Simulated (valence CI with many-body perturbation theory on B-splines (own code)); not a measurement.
## Pr XXVIII: input, log and results

Computed by relativistic CI+MBPT: four valence electrons over a frozen Dirac-Fock core [Ar] 3d10, radial functions for each j: 11 s, 11 p, 9 d, 7 f, 5 g, 2 h, 1 i, with the one-electron correlation potential Σ1 (screened to all orders), the two-electron term Σ2, the three-electron term Σ3, Breit, model QED; selected single and double excitations, second order for the rest (own B-spline code, finite nucleus).

Command, and the settings that its task file holds:

```sh
python run_cv.py task.json out
```

```
atom Pr  Z=59  mass_number=141  rms_radius_fm=4.8919
core [Ar] 3d10
valence 4s2 4p2
avg = 1
basis = L
breit = 1
cap = 40000
capref = 1200
cscale = 1
de = 0.0
dress = 0
eps = 2e-08
h = 0.27
hh = 1
l2 = 3
lcore = 6
maxit = 60
n2 = 5
natural = 1
nlev = 60
nno = [7, 7, 6, 5, 4, 2, 1]
nroot = 26
nsp = [4, 4, 3, 2, 1, 0, 0]
pt2 = 1
qed = 1
rpa = 1
s1 = 1
s2 = 1
s3 = 1
screen = 1
tol = 2e-05
```

It took 3.7 min on 1 thread of AMD EPYC 7R43 64-Core Processor (Zen 3), with other jobs on the host.

Log. The first blocks belong to the next ion, which gives the ionisation energy. Fields: 2J, parity (1 odd), roots, reference size, generating configurations, candidates as configurations/state functions, variational space P, stored matrix elements, Davidson steps; e2 is the range of second-order energies in hartree. The first line gives the box (bohr), its intervals, the orbitals and the steps of their self-consistent field. Window is the range of levels sought, series limit the energy at which the first omitted orbital would enter, core excitation an estimate of the first excitation out of the core, left out the lowest levels not solved, and shifts from estimates the range by which levels moved from their first estimate, all in cm⁻¹.

```
rmax 5.3 intervals 59 orbitals 81 references ['4s2 4p2', '4s 4p3', '4s2 4p 4d', '4p4', '4s 4p2 4d'] scf 4 t 1.2
2J=1 par=1 roots 2 ref 23 generators 7 cand 5273/8002 P 1764/2675 nnz 1.2e+06 it 5
2J=1 par=1 roots 2 ref 23 generators 12 cand 6415/9795 P 2534/3910 nnz 2.3e+06 it 4
   second order: generators 21 cand 7456/11272 e2 -0.00002 -0.00001
reference levels 708, estimated 183, window 1910758 1/cm; series limit 5424167, core excitation 6617543
2J=0 par=0 roots 8 ref 36 generators 19 cand 22445/42824 P 5087/8000 nnz 4.6e+06 it 8
2J=0 par=0 roots 8 ref 36 generators 30 cand 26016/53804 P 9850/16569 nnz 1.6e+07 it 8
   second order: generators 39 cand 24054/51821 e2 -0.00006 -0.00001
2J=2 par=0 roots 12 ref 74 generators 22 cand 31777/152826 P 2349/8000 nnz 6e+06 it 9
2J=2 par=0 roots 12 ref 74 generators 30 cand 31653/157034 P 9728/38385 nnz 9.7e+07 it 9
   second order: generators 43 cand 32147/174026 e2 -0.00010 -0.00002
2J=4 par=0 roots 16 ref 109 generators 32 cand 33959/224832 P 2307/7999 nnz 6e+06 it 11
2J=4 par=0 roots 16 ref 109 generators 42 cand 37953/263301 P 9310/40000 nnz 9.8e+07 it 11
   second order: generators 58 cand 40740/312488 e2 -0.00047 -0.00007
2J=4 par=1 roots 9 ref 58 generators 24 cand 31022/186252 P 2245/7999 nnz 6.2e+06 it 7
2J=4 par=1 roots 9 ref 58 generators 34 cand 33829/233758 P 9050/38920 nnz 1e+08 it 7
   second order: generators 55 cand 35303/278554 e2 -0.00023 -0.00003
2J=2 par=1 roots 8 ref 46 generators 23 cand 30405/140971 P 2846/7999 nnz 5.9e+06 it 5
2J=2 par=1 roots 8 ref 46 generators 34 cand 29939/147756 P 9099/31053 nnz 6.2e+07 it 7
   second order: generators 53 cand 38392/216055 e2 -0.00016 -0.00003
2J=6 par=1 roots 5 ref 53 generators 22 cand 32749/236450 P 2393/7995 nnz 5.8e+06 it 5
2J=6 par=1 roots 5 ref 53 generators 31 cand 34002/270057 P 8664/38163 nnz 9.4e+07 it 7
   second order: generators 48 cand 34689/292795 e2 -0.00029 -0.00006
2J=0 par=1 roots 3 ref 17 generators 14 cand 21658/41512 P 4464/7155 nnz 4.2e+06 it 4
2J=0 par=1 roots 3 ref 17 generators 22 cand 25198/50861 P 6743/11061 nnz 8.2e+06 it 5
   second order: generators 28 cand 26951/56757 e2 -0.00007 -0.00002
2J=8 par=1 roots 2 ref 37 generators 13 cand 28765/189288 P 1859/8000 nnz 7.3e+06 it 5
2J=8 par=1 roots 2 ref 37 generators 18 cand 30517/229045 P 5320/25646 nnz 5.5e+07 it 6
   second order: generators 28 cand 32794/284447 e2 -0.00024 -0.00008
2J=6 par=0 roots 10 ref 97 generators 18 cand 31357/228682 P 1887/8000 nnz 6.3e+06 it 7
2J=6 par=0 roots 10 ref 97 generators 34 cand 38497/305216 P 7848/39999 nnz 1e+08 it 9
   second order: generators 46 cand 38030/317294 e2 -0.00043 -0.00013
2J=8 par=0 roots 6 ref 82 generators 16 cand 27388/184501 P 2158/7998 nnz 6.6e+06 it 5
2J=8 par=0 roots 6 ref 82 generators 31 cand 33139/267065 P 8233/39997 nnz 1.1e+08 it 7
   second order: generators 40 cand 33908/299020 e2 -0.00024 -0.00008
2J=10 par=0 roots 3 ref 47 generators 7 cand 19515/139759 P 2100/7997 nnz 8e+06 it 5
2J=10 par=0 roots 3 ref 47 generators 21 cand 33351/261852 P 5309/25661 nnz 6.3e+07 it 8
   second order: generators 29 cand 38449/328596 e2 -0.00014 -0.00008
left out: unestimated 2757796, estimated 2054625, shifts from estimates -17 to 89
operators 3.2
```

The Davidson iterations converged.

No measured spectrum was set against this ion. As an estimate, large intervals hold to a few tenths of a per cent, small ones and those within an open d or f shell to about a per cent.

| Property | Result |
| --- | --- |
| Valence energy | -158.5371 hartree |
| Ionisation energy | 987.1 eV (NIST: 985 ± 4 eV (theoretical)) |
| Reference configurations for the orbitals | 4s2 4p2, 4s 4p3, 4s2 4p 4d, 4p4, 4s 4p2 4d |
| Radial orbitals | 81 |
| Box radius | 5.333 bohr |
| Largest variational space | 40000 |
| Lowest levels | (4s^2 4p1/2^2) J=0 0.00, (4s^2 4p1/2 4p3/2) J=1 24.60, (4s^2 4p1/2 4p3/2) J=2 27.54, (4s^2 4p3/2^2) J=2 54.36, (4s^2 4p3/2^2) J=0 61.06, (4s 4p1/2^2 4p3/2) J=2 84.54, (4s 4p1/2^2 4p3/2) J=1 94.86, (4s 4p1/2 4p3/2^2) J=2 [a] 107.60, (4s 4p1/2 4p3/2^2) J=3 113.15, (4s 4p1/2 4p3/2^2) J=0 119.18, (4s 4p1/2 4p3/2^2) J=2 [b] 120.77, (4s 4p1/2 4p3/2^2) J=1 [a] 121.88, (4s 4p1/2 4p3/2^2) J=1 [b] 127.24, (4s^2 4p1/2 4d3/2) J=2 130.33 eV |

Levels are named by their leading jj configuration (3d3/2^4 stands for four electrons in 3d with j = 3/2), which in mixed levels can hold well under half, so a name can repeat and another be missing. Letters in brackets count levels of one name in rising energy.
